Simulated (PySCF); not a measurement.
Be(F)(SeH) (BeFHSe), SMILES [F][Be][SeH].

Geometry optimised at r2SCAN-D4/def2-TZVP. Other conformers were not sampled.

All values below come from CAM-B3LYP/def2-TZVPD (PySCF).

Symmetry labels are those of the subgroup Cs that the program uses (full group Cs).

Computed valence orbital energies around the gap with their symmetry:
```csv
orbital,symmetry,energy (eV)
HOMO−7,A',-34.02
HOMO−6,A',-21.40
HOMO−5,A',-15.02
HOMO−4,A',-13.73
HOMO−3,A",-13.70
HOMO−2,A',-12.53
HOMO−1,A',-10.59
HOMO,A",-8.77
LUMO,A',-0.18
LUMO+1,A',0.45
LUMO+2,A',0.89
LUMO+3,A",0.94
```
